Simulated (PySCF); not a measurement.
**GaAs from Hartree–Fock to correlated methods**

State: ³Σ⁻ (triplet), unpaired electrons π ↑↑. Set-up: basis Ga pcseg-1, As pcseg-1; no relativity; PySCF 2.14. De refers to Ga + As in their high-spin ground configurations, without counterpoise correction. The functionals are run spin-unrestricted. A positive dipole means Ga(−)As(+).

```csv
Level,Re (Å),ωe (cm⁻¹),De (eV),μ (D)
UHF,2.581,215,0.88,-1.53
UHF-MP2,2.581,217,1.55,n/a
UHF-SCS-MP2,2.593,212,1.51,n/a
UHF-CCSD,2.597,210,1.51,n/a
UHF-CCSD(T),2.601,208,1.58,n/a
PBE,2.596,208,2.15,-1.14
revPBE,2.613,204,1.98,-1.24
r²SCAN,2.561,217,2.08,-1.14
r²SCANh,2.555,219,2.04,-1.18
PBE0,2.567,217,2.01,-1.26
B2PLYP,2.585,213,1.88,-1.44
```

The bond length runs from 2.555 Å (r²SCANh) to 2.613 Å (revPBE). De spans 0.88 eV (UHF, mean field) to 2.15 eV (PBE, GGA). Correlation at CCSD(T) changes the Hartree–Fock bond energy by +0.70 eV; the triples alone change it by +0.07 eV.

Correlated steps freeze 18 core orbitals. Correlated levels converge slowly with the basis: in double zeta they bind strong bonds too weakly, by up to about 1 eV, and carry superposition errors of some tenths. Spin–orbit coupling is left out. B2PLYP dipoles, levels and charges come from its SCF part alone. The state is the lowest determinant that a PBE0 search found; another state may lie lower at other levels.
